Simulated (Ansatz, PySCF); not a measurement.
Potential energy curve for SiH (cation, charge +1), singlet.

Levels of theory: UMP2/3-21G = PySCF with unrestricted MP2 (frozen core)/3-21G; UKS-B3LYP/6-31G* = unrestricted B3LYP/6-31G*, spherical d (PySCF 2.14.0); UCCSD(T) = CCSD(T) on UHF/cc-pVQZ, frozen core run with Ansatz (an electronic-structure program); FCI = full CI/cc-pVQZ, frozen core run with Ansatz.

Energies relative to the lowest point of each curve near equilibrium, in kcal/mol:

| R / Å | UMP2/3-21G | UKS-B3LYP/6-31G* | UCCSD(T) |
|---|---|---|---|
| 1.24 | 25.3 | 23.6 | 21.0 |
| 1.31 | 12.9 | 11.8 | 10.2 |
| 1.38 | 5.3 | 4.7 | 3.8 |
| 1.46 | 1.0 | 0.8 | 0.4 |
| 1.57 | 0.2 | 0.4 | 0.7 |
| 1.62 | 1.2 | 1.7 | 2.0 |
| 1.79 | 8.0 | 9.7 | 10.3 |
| 1.88 | 13.0 | 15.3 | 16.0 |
| 3.27 | 53.1 | 72.0 | 76.6 |
| 3.76 | 53.9 | 74.3 | 77.5 |
| 4.54 | 54.4 | 75.6 | 78.1 |
| 5.41 | 54.5 | 76.0 | 78.2 |

Task: What does FCI give at the same points?

Result: 1.24: 21.0; 1.31: 10.2; 1.38: 3.8; 1.46: 0.4; 1.57: 0.7; 1.62: 2.0; 1.79: 10.3; 1.88: 15.9; 3.27: 73.7; 3.76: 76.9; 4.54: 78.1; 5.41: 78.3 (kcal/mol).

The unrestricted determinant behind UMP2/3-21G is spin-contaminated at 1.24, 2.03 to 6.03 Å (<S²> up to 1.0, against 0.00 for a pure singlet). The unrestricted determinant behind UKS-B3LYP/6-31G* is spin-contaminated at 2.56 to 6.03 Å (<S²> up to 1.0, against 0.00 for a pure singlet). The unrestricted determinant behind UCCSD(T) is spin-contaminated at 1.24 to 1.79, 2.03 to 6.03 Å (<S²> up to 1.0, against 0.00 for a pure singlet).
